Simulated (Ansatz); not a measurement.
Two isomers of CH6GeOSi: A = `O[CH]1[SiH2][GeH2]1`, B = `[SiH3][GeH]1[CH2][O]1`.

Calculated with Ansatz (gas phase, PBE0-D4/def2-TZVP geometries, no zero-point term in ΔE). CBS: MP2 limit from def2 TZ/QZ plus the TZ coupled-cluster correction, frozen cores. Functionals use def2-TZVPP. For Ge outer-core shells are correlated without core-valence functions, which leaves a few kJ/mol of doubt a bond. Scalar relativity is left out up to krypton. Each species was taken in one conformer, which may not be the lowest.

Task: Which is lower in electronic energy at CCSD(T)/CBS, and by how much? (Estimate.)

Result: The calculation gave: B, by 13.7 kcal/mol.

Task: Give E(B) − E(A) in kcal/mol with ωB97M-V, CCSD/def2-TZVPP, PBE0-D4, PBE-D4, MP2/def2-TZVPP, CCSD(T)/def2-TZVPP, HF/def2-TZVPP. (Best estimate.)

Result: Ansatz gave: ωB97M-V -12.4, CCSD/def2-TZVPP -13.9, PBE0-D4 -11.6, PBE-D4 -13.0, MP2/def2-TZVPP -15.0, CCSD(T)/def2-TZVPP -14.4, HF/def2-TZVPP -13.9. None reverses the order clearly.

Largest T1 diagnostic: 0.015.

From PBE to PBE0 (25 % exact exchange), in def2-TZVPP and without D4, E(B) − E(A) moves by +1.5 kcal/mol.
